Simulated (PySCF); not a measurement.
Two species compared at the same levels of theory.

First species: C₆H₈FN.
Numbering: `[CH3:1][C@@H:2]1[CH2:3][C@@H:4]([C:5]#[N:6])[C@H:7]1[F:8]` (hydrogens: H9, H10, H11 on C1; H12 on C2; H13, H14 on C3; H15 on C4; H16 on C7)

Second species: C₄H₈OSi.
SMILES: `[SiH3]OC(C=C)=C`

Levels: wB97X-D/def2-SVPD for dipole moment, HOMO energy, LUMO energy, HOMO–LUMO gap, static isotropic polarisability and electronic spatial extent ⟨r²⟩ about the centre of nuclear charge; TDDFT wB97X-D/def2-SVPD for lowest singlet excitation; TDA wB97X-D/def2-SVPD for lowest triplet excitation (Tamm–Dancoff); GFN2-xTB for rotational constant A and rotational constant C. Geometries: GFN2-xTB. Each species is one conformer at its optimised geometry, gas phase, non-relativistic unless stated. Electronic properties by PySCF.

Dipoles, sizes and rotational constants follow the conformer. The torsions of the flexible species, by atom-mapped SMILES:
- `[CH2:1]=[CH:2][C:3](=[CH2:4])[O:5][SiH3:6]`: C1–C2–C3–C4 180°, C2–C3–O5–Si6 180°

Values for the first species:

- Dipole moment: 5.34 D
- HOMO energy: -10.82 eV
- LUMO energy: 1.89 eV
- HOMO–LUMO gap: 12.71 eV
- Lowest singlet excitation: 7.69 eV
- Lowest triplet excitation (Tamm–Dancoff): 6.49 eV
- Static isotropic polarisability: 71.3 au
- Electronic spatial extent ⟨r²⟩ about the centre of nuclear charge: 979 bohr²
- Rotational constant A: 3.600 GHz
- Rotational constant C: 1.242 GHz

Task: Estimate the same properties for the second species, and the change in each.

Result: 
| property | first | second | second less first |
| --- | --- | --- | --- |
| dipole moment | 5.34 D | 0.35 D | -4.99 D |
| HOMO energy | -10.82 eV | -8.46 eV | +2.36 eV |
| LUMO energy | 1.89 eV | 0.95 eV | -0.94 eV |
| HOMO–LUMO gap | 12.71 eV | 9.41 eV | -3.30 eV |
| lowest singlet excitation | 7.69 eV | 5.77 eV | -1.92 eV |
| lowest triplet excitation (Tamm–Dancoff) | 6.49 eV | 3.39 eV | -3.10 eV |
| static isotropic polarisability | 71.3 au | 81.0 au | +9.7 au |
| electronic spatial extent ⟨r²⟩ about the centre of nuclear charge | 979 bohr² | 859 bohr² | -120 bohr² |
| rotational constant A | 3.600 GHz | 5.280 GHz | +1.680 GHz |
| rotational constant C | 1.242 GHz | 1.408 GHz | +0.166 GHz |

On the first: The principal polarisabilities are 62.2, 64.7 and 86.9 au; their mean is the isotropic value.

On the second: The polarisability is 12.00 Å³ as a volume (1 au = 0.148185 Å³), or 1.50 au for each of the 54 electrons. The dipole matches unit charges of opposite sign 0.07 Å apart (1 e·Å = 4.8032 D).
